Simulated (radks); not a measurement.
Q: These are the eigenvalues of the occupied orbitals of an atom or ion with whole-number occupations (eV). Method: Dirac Kohn-Sham, PBE, spin-unpolarised, spherical densities, point nucleus; computed with a radial shooting solver on a logarithmic mesh with Libxc functionals.

| orbital | eigenvalue |
|---|---|
| 1s1/2 | -38738.51 |
| 2s1/2 | -6180.081 |
| 2p1/2 | -5829.223 |
| 2p3/2 | -5416.092 |
| 3s1/2 | -1336.604 |
| 3p1/2 | -1188.762 |
| 3p3/2 | -1108.238 |
| 3d3/2 | -849.4333 |
| 3d5/2 | -832.2070 |
| 4s1/2 | -284.7876 |
| 4p1/2 | -230.3890 |
| 4p3/2 | -213.2534 |
| 4d3/2 | -124.1019 |
| 4d5/2 | -121.1256 |
| 5s1/2 | -57.0152 |
| 5p1/2 | -41.9964 |
| 5p3/2 | -39.3639 |
| 7s1/2 | -7.9764 |

Which element is it, and in what charge state? The configuration may be excited. Open shells, if any, are shared by 2j + 1.

A: Z = 57, lanthanum, charge +2: La2+ in [Xe] 7s1. The list shows which subshells hold electrons but not how many an open one holds; the 1s level, -1423.6 hartree, gives Z - s = 53.4 by -(Z - s)^2/2, which with screening and relativity narrows Z to a few neighbours, and the depths of the outer levels then fix element, charge and occupations together.
